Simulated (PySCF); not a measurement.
A calculated (PBE0, PySCF 2.14, cc-pVDZ-X2C, the spin-free X2C one-electron Hamiltonian (Gaussian nucleus)) atom or ion has these occupied shells.

| shell | electrons | orbital energy (eV) | rms radius, mean of both spins (bohr) |
| --- | --- | --- | --- |
| 1s α | 1 | -53652.3 | 0.0240 |
| 1s β | 1 | -53652.2 | 0.0240 |
| 2s α | 1 | -8971.6 | 0.0971 |
| 2s β | 1 | -8971.5 | 0.0971 |
| 2p α | 3 | -7976.3 | 0.0874 |
| 2p β | 3 | -7976.2 | 0.0874 |
| 3s α | 1 | -2016.7 | 0.250 |
| 3s β | 1 | -2014.8 | 0.250 |
| 3p α | 3 | -1708.1 | 0.251 |
| 3p β | 3 | -1706.2 | 0.251 |
| 3d α | 5 | -1303.2 | 0.230 |
| 3d β | 5 | -1301.5 | 0.230 |
| 4s α | 1 | -411.59 | 0.563 |
| 4s β | 1 | -407.19 | 0.563 |
| 4p α | 3 | -309.04 | 0.599 |
| 4p β | 3 | -304.48 | 0.599 |
| 4d α | 5 | -166.97 | 0.659 |
| 4d β | 5 | -161.85 | 0.659 |
| 5s α | 1 | -58.884 | 1.39 |
| 5s β | 1 | -56.850 | 1.39 |
| 5p α | 3 | -34.149 | 1.65 |
| 5p β | 3 | -32.630 | 1.65 |
| 4f α | 7 | -13.108 | 0.998 |
| 4f β | 3 | -10.294 | 0.998 |
| 6s α | 1 | -9.743 | 4.03 |

Name the element and its charge.

Dy⁺ (dysprosium, charge +1), in [Xe] 4f10 6s1, one real determinant.
